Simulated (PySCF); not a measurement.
CH7NOSi3, SMILES O[Si@H]1N=C([SiH3])[SiH2]1.

The structure is a stationary point at TPSSh-D3(BJ)/def2-SVP. The structure was generated by enumeration; whether it is a known compound was not checked. Other conformers were not sampled.

Computed with B3LYP/def2-TZVP run with PySCF.

Gas-phase values at a fixed geometry.

Question: Estimate the frontier levels, gap, dipole moment and polarisability. (Estimate from the structure and the level; the computed values follow.)

Answer: 
```
Quantity                                                                                                          Value
---------------------------------------------------------------------------------------------  ------------------------
highest occupied level                                                                                         -6.29 eV
lowest empty level                                                                                             -1.75 eV
orbital gap                                                                                                     4.54 eV
dipole moment                                                                                                 0.281 e·Å
quadrupole, principal values (traceless, Buckingham form, about the centre of nuclear charge)   -7.23, -3.26, 10.48 D·Å
mean static polarisability                                                                       102.9 bohr³ (15.25 Å³)
polarisability, principal values                                                               80.3, 103.1, 125.4 bohr³
```
